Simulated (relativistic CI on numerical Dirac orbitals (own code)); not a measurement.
Main line and satellite in the 2p photoemission of Ni⁺: a two-state model

Problem. An octahedral Ni⁺ site (d9) has Δ = 8.1, V(eg) = 2.3, 10Dq = 0.6, 10Dq(ligand) = 1.6 and a core-hole attraction U_cd = 9 eV. Δ is defined between configuration averages. Find the d count, the distance of the satellite and its intensity.

Working.
1. The hole has eg symmetry. Its energy is −0.6 × 10Dq in d9 and Δ − 0.6 × 10Dq(ligand) in d10L, so the gap is Δ' = 7.50 eV.
2. Ground state cos θ |d9⟩ − sin θ |d10L⟩ with tan 2θ = 2V/Δ', θ = 15.8°: weights 0.926 and 0.074, n_d = 9.074.
3. The core hole pulls d10L down by U_cd: the gap becomes Δ' − U_cd = -1.50 eV, the hopping is V' = 2.30 eV, and tan 2θ' = 2V'/(Δ' − U_cd) gives θ' = 54.0°.
4. The two final states lie W = √[(Δ' − U_cd)² + 4V'²] = 4.84 eV apart. The lower, mostly d10L, is the main line.
5. In the sudden approximation the intensities are cos²(θ' − θ) and sin²(θ' − θ), so satellite/main = tan²(38.3°) = 0.62.

Check. The full cluster calculation (with spin-orbit coupling and 2p-3d multiplets, which spread the d9 satellite) gives n_d = 9.073; in its broadened 2p3/2 spectrum, cut halfway, the centroids lie 5.25 eV apart with an area ratio of 0.62.
